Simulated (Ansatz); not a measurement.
C2H5AlO can be A, `[OH][Al]1[CH2][CH2]1`, or B, `O/C=[CH]\[AlH2]`.

Gas-phase electronic energies from Ansatz, PBE0-D4/def2-TZVP geometries. CCSD(T)/CBS adds triple-zeta CCSD(T) − MP2 to the extrapolated MP2 energy (def2 sets, frozen cores). DFT in def2-TZVPP. B3LYP here is the variant with VWN-RPA as its local correlation; programs differ in this. Each species was taken in one conformer, which may not be the lowest.

Task: Which is lower in electronic energy at CCSD(T)/CBS, and by how much? (Best estimate.)

Result: The calculation gave: A, by 90.1 kJ/mol.

Task: Give E(B) − E(A) in kJ/mol with ωB97M-V, B3LYP, LDA (SPW92), MP2/def2-TZVPP, CCSD(T)/def2-TZVPP, BLYP-D4, PBE0-D4. (Estimate.)

Result: The calculation gave: ωB97M-V 84.4, B3LYP 73.6, LDA (SPW92) 83.6, MP2/def2-TZVPP 100.6, CCSD(T)/def2-TZVPP 85.8, BLYP-D4 64.5, PBE0-D4 82.4. None reverses the order clearly.

Task: Does the order hold for the free energy at 298.15 K (harmonic terms from PBE0-D4)? (An estimate is asked.)

Result: Ansatz gave: Yes: G(B) − G(A) = +80.2 kJ/mol, for one conformer each.

Largest T1 diagnostic: 0.013.

From BLYP to BHLYP (50 % exact exchange), in def2-TZVPP and without D4, E(B) − E(A) moves by +7.2 kJ/mol. In def2-TZVPP, CCSD(T) changes the Hartree–Fock value by +31.9 kJ/mol (the triples alone add −1.1 kJ/mol) and MP2 by +46.7 kJ/mol.
